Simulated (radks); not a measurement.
Rh I, 45 electrons, occupied as [Kr] 4d7 5s1 6s1 (not the ground configuration).

All-electron calculation, scalar-relativistic Kohn-Sham, BLYP, spin-polarised, spherical densities, finite nucleus; open shells are filled with parallel spins first (spin-orbit coupling, left out, can overturn this in heavy ions); Fermi nuclear charge, rms radius 4.4945 fm. Program: a radial shooting solver on a logarithmic mesh with Libxc functionals.

Energy parts (eV):
total: -130188.958
kinetic: 134833.777
electron-nucleus: -313888.454
Hartree: 52643.254
exchange-correlation: -3777.536

Orbitals (lengths in bohr, moments of r in powers of bohr):
\begin{tabular}{lrrrr}
orbital & occ. & eigenvalue (eV) & <1/r> & <r^2> \\ \hline
1s up & 1 & -23049.90 & 47.05 & 0.001438 \\
1s down & 1 & -23049.87 & 47.05 & 0.001438 \\
2s up & 1 & -3348.815 & 10.65 & 0.02374 \\
2s down & 1 & -3348.328 & 10.65 & 0.02374 \\
2p up & 3 & -3002.411 & 10.32 & 0.01869 \\
2p down & 3 & -3002.036 & 10.32 & 0.01869 \\
3s up & 1 & -604.7411 & 3.710 & 0.1748 \\
3s down & 1 & -604.4671 & 3.709 & 0.1748 \\
3p up & 3 & -490.9152 & 3.533 & 0.1774 \\
3p down & 3 & -490.6074 & 3.533 & 0.1773 \\
3d up & 5 & -308.8437 & 3.307 & 0.1641 \\
3d down & 5 & -308.3860 & 3.307 & 0.1640 \\
4s up & 1 & -91.1965 & 1.405 & 1.083 \\
4s down & 1 & -89.0782 & 1.410 & 1.079 \\
4p up & 3 & -59.0052 & 1.258 & 1.326 \\
4p down & 3 & -56.7931 & 1.261 & 1.323 \\
4d up & 5 & -13.7392 & 0.9107 & 2.639 \\
4d down & 2 & -11.5540 & 0.9026 & 2.751 \\
5s up & 1 & -9.1034 & 0.4517 & 9.176 \\
5s down & 0 & -7.8821 & 0.4321 & 9.996 \\
6s up & 1 & -1.4466 & 0.1467 & 77.68 \\
\end{tabular}

The highest occupied level is 6s up at -1.447 eV. The configuration is held as typed, so some empty levels lie below it. The electron density at the nucleus is 1.239e+05 e/bohr^3 (large components only).
